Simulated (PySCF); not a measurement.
CrFO2 (SMILES [O]=[Cr](=[O])[F]), doublet, geometry from GFN2-xTB (such geometries of metal compounds can be far from the true shape) (the multiplicity is a formal guess); DF-WB97X/STO-3G run with PySCF.

PySCF was given this input:
```python
from pyscf import gto, scf, dft

mol = gto.M(
    atom='''
Cr    0.020769   -0.019108    0.018557
O     1.470236   -0.305020   -0.409788
O    -0.423091   -0.658385    1.345392
F    -0.986180    0.907316   -0.881133
''',
    basis='sto-3g',
    charge=0,
    spin=1,
    verbose=4,
)

mf = dft.UKS(mol)
mf.xc = 'wb97x'
mf = mf.density_fit(auxbasis='def2-universal-jkfit')
mf.kernel()
```

**Question.** Predict the main parts of the log of this PySCF run.

**Answer.** 
```
PySCF version 2.14.0

[INPUT] verbose = 4
[INPUT] num. atoms = 4
[INPUT] num. electrons = 49
[INPUT] charge = 0
[INPUT] spin (= nelec alpha-beta = 2S) = 1
[INPUT] symmetry False subgroup None
[INPUT] Mole.unit = angstrom
[INPUT] Symbol           X                Y                Z      unit          X                Y                Z       unit  Magmom
[INPUT]  1 Cr     0.020769000000  -0.019108000000   0.018557000000 AA    0.039247721881  -0.036108886788   0.035067647694 Bohr   0.0
[INPUT]  2 O      1.470236000000  -0.305020000000  -0.409788000000 AA    2.778343378476  -0.576404262515  -0.774387089133 Bohr   0.0
[INPUT]  3 O     -0.423091000000  -0.658385000000   1.345392000000 AA   -0.799526115768  -1.244167334522   2.542422410181 Bohr   0.0
[INPUT]  4 F     -0.986180000000   0.907316000000  -0.881133000000 AA   -1.863610109524   1.714578748436  -1.665100049316 Bohr   0.0

nuclear repulsion = 242.313437540284
number of shells = 17
number of NR pGTOs = 99
number of NR cGTOs = 33
basis = sto-3g
ecp = {}

******** <class 'pyscf.df.df_jk.DFUKS'> ********
method = DFUKS
initial guess = minao
damping factor = 0
level_shift factor = 0
DIIS = <class 'pyscf.scf.diis.CDIIS'>
diis_start_cycle = 1
diis_space = 8
diis_damp = 0
SCF conv_tol = 1e-09
SCF conv_tol_grad = None
SCF max_cycles = 50
direct_scf = False
number electrons alpha = 25  beta = 24
XC library pyscf.dft.libxc version 7.1.2
    S. Lehtola, C. Steigemann, M. J. T. Oliveira, and M. A. L. Marques,  SoftwareX 7, 1–5 (2018)
XC functionals = wb97x
    J.-D. Chai and M. Head-Gordon,  J. Chem. Phys. 128, 084106 (2008)
radial grids:
    Treutler-Ahlrichs [JCP 102, 346 (1995); DOI:10.1063/1.469408] (M4) radial grids

becke partition: Becke, JCP 88, 2547 (1988); DOI:10.1063/1.454033
pruning grids: <function nwchem_prune>
grids dens level: 3
symmetrized grids: False
atomic radii adjust function: <function treutler_atomic_radii_adjust>
small_rho_cutoff = 0
Set gradient conv threshold to 3.16228e-05
tot grids = 63336
******** <class 'pyscf.df.df.DF'> ********
auxbasis = def2-universal-jkfit
Create RSH-DF object <pyscf.df.df.DF object> for omega=0.3
******** <class 'pyscf.df.df.DF'> ********
auxbasis = auxmol.basis = def2-universal-jkfit
init E= -1279.24167095808

cycle= 1 E= -1279.37944162258  delta_E= -0.138  |g|= 1.32  |ddm|= 2.45
cycle= 2 E= -1267.25445238141  delta_E= 12.1  |g|= 4.33  |ddm|= 4.09
cycle= 3 E= -1280.19729473861  delta_E= -12.9  |g|= 0.562  |ddm|= 3.68
cycle= 4 E= -1280.2993462344  delta_E= -0.102  |g|= 0.409  |ddm|= 0.57
cycle= 5 E= -1280.35674885958  delta_E= -0.0574  |g|= 0.204  |ddm|= 0.221
cycle= 6 E= -1280.37285192194  delta_E= -0.0161  |g|= 0.0624  |ddm|= 0.119
cycle= 7 E= -1280.37464866477  delta_E= -0.0018  |g|= 0.00573  |ddm|= 0.0546
cycle= 8 E= -1280.37473151051  delta_E= -8.28e-05  |g|= 0.00505  |ddm|= 0.0196
cycle= 9 E= -1280.37478865198  delta_E= -5.71e-05  |g|= 0.00262  |ddm|= 0.0168
cycle= 10 E= -1280.37483370424  delta_E= -4.51e-05  |g|= 0.00149  |ddm|= 0.0238
cycle= 11 E= -1280.37483954803  delta_E= -5.84e-06  |g|= 0.00111  |ddm|= 0.007
cycle= 12 E= -1280.37484188048  delta_E= -2.33e-06  |g|= 0.000343  |ddm|= 0.0042
cycle= 13 E= -1280.37484254195  delta_E= -6.61e-07  |g|= 0.000141  |ddm|= 0.00261
cycle= 14 E= -1280.3748426277  delta_E= -8.58e-08  |g|= 5.99e-05  |ddm|= 0.000953
cycle= 15 E= -1280.37484263868  delta_E= -1.1e-08  |g|= 2.93e-05  |ddm|= 0.00029
cycle= 16 E= -1280.37484264102  delta_E= -2.34e-09  |g|= 7.76e-06  |ddm|= 0.000144
cycle= 17 E= -1280.37484264131  delta_E= -2.92e-10  |g|= 2.47e-06  |ddm|= 6.23e-05
Extra cycle  E= -1280.37484264132  delta_E= -5e-12  |g|= 3.59e-06  |ddm|= 6.66e-06
converged SCF energy = -1280.37484264132  <S^2> = 0.76991999  2S+1 = 2.0198218
```
